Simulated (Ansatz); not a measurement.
Species: CH₆BO₂Si, charge 0, multiplicity 2. It need not be the lowest isomer of its formula. 
Coordinates optimised at B3LYP-D3(BJ)/def2-TZVP (Ansatz, a first-principles code):
SMILES: C[SiH2]B([O])O
```xyz
11

C      2.0955    -0.1827     0.4817
Si     0.6753     0.8588    -0.1649
B     -1.0803    -0.3674    -0.1090
O     -1.3971    -0.3240    -1.3438
O     -1.4581    -0.9046     1.0821
H      2.2852    -1.0310    -0.1772
H      3.0052     0.4218     0.5299
H      1.8769    -0.5613     1.4804
H      0.9351     1.3588    -1.5273
H      0.3651     2.0002     0.7348
H     -2.2526    -1.4504     1.0157
```
Charge 0, spin multiplicity 2.

Basis-set convergence of Hartree-Fock and CCSD correlation energies (hartree) with Ansatz. Correlated levels leave the core frozen unless marked. UHF or UKS for open shells. No spin-orbit coupling. Non-relativistic.

| basis | functions | E(HF) | E(corr, CCSD) |
|---|---|---|---|
| cc-pV(D+d)Z | 109 | -504.77138 | -0.73360 |
| cc-pV(T+d)Z | 243 | -504.85423 | -0.89821 |
| cc-pV(Q+d)Z | 464 | -504.87365 | -0.95279 |

Extrapolating the two largest sets (X = 3 and 4) as X^-3: E(corr) = (64·(-0.95279) - 27·(-0.89821))/37 = -0.9926 Eh, an estimate of the basis-set limit. The largest set recovers 96.0 % of it, the smallest 73.9 %.
